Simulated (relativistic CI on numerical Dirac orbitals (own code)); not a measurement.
Calculated at this level of theory: Dirac equation for one electron, model QED (radiative potential, 1s self-energy scaled to tabulated hydrogen-like ionisation energies) (own radial code, finite nucleus).

CI space: 1s, 2s, 2p, 3s, 3p, 3d, 4s, 4p, 4d, 4f, 5s, 5p, 5d, 5f, 5g, 6s, 6p, 6d. Levels of other configurations are missing.

Outline of the computed level scheme of Yb LXX. Lowest level of each configuration: 1s 2S_1/2 at 0.0 eV; 2p 2P°_1/2 at 53326.4 eV; 2s 2S_1/2 at 53345.7 eV; 3p 2P°_1/2 at 63613.1 eV; 3s 2S_1/2 at 63618.8 eV; 3d 2D_3/2 at 64000.3 eV; 4p 2P°_1/2 at 67157.8 eV; 4s 2S_1/2 at 67160.2 eV; 4d 2D_3/2 at 67320.1 eV.

Some strong electric-dipole decays among the lowest 14 levels: 2p 2P°_1/2 → 1s 2S_1/2 (1.6e+16 s⁻¹); 2p 2P°_3/2 → 1s 2S_1/2 (1.4e+16 s⁻¹); 3p 2P°_3/2 → 1s 2S_1/2 (3.9e+15 s⁻¹); 3p 2P°_1/2 → 1s 2S_1/2 (3.8e+15 s⁻¹); 4p 2P°_3/2 → 1s 2S_1/2 (1.6e+15 s⁻¹); 3d 2D_5/2 → 2p 2P°_3/2 (1.5e+15 s⁻¹); 4p 2P°_1/2 → 1s 2S_1/2 (1.5e+15 s⁻¹); 3d 2D_3/2 → 2p 2P°_1/2 (1.4e+15 s⁻¹).
